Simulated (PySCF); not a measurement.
NbF4, SMILES [F][Nb+]([F])([F])[F], charge +1, multiplicity 1.

Coordinates come from a B3LYP-D3(BJ)/def2-SVP optimisation. The spin state was assumed, not searched. The isomer is the one that the SMILES or the coordinates give; other isomers of the formula were not compared. The def2 effective core potentials stand for the cores of Nb; spin–orbit coupling is left out.

All values below come from M06-2X/def2-TZVPD in PySCF.

Isolated molecule, no solvent.

```json
{
 "total_energy": "-456.21373 hartree",
 "point_group": "Td",
 "highest_occupied_level": "-21.81 eV",
 "lowest_empty_level": "-9.16 eV",
 "orbital_gap": "12.65 eV",
 "dipole_moment_about_the_centre_of_nuclear_charge": "0.00 D",
 "mean_static_polarisability": "31.8 bohr³ (4.71 Å³)",
 "polarisability_principal_values": "31.8, 31.8, 31.8 bohr³"
}
```
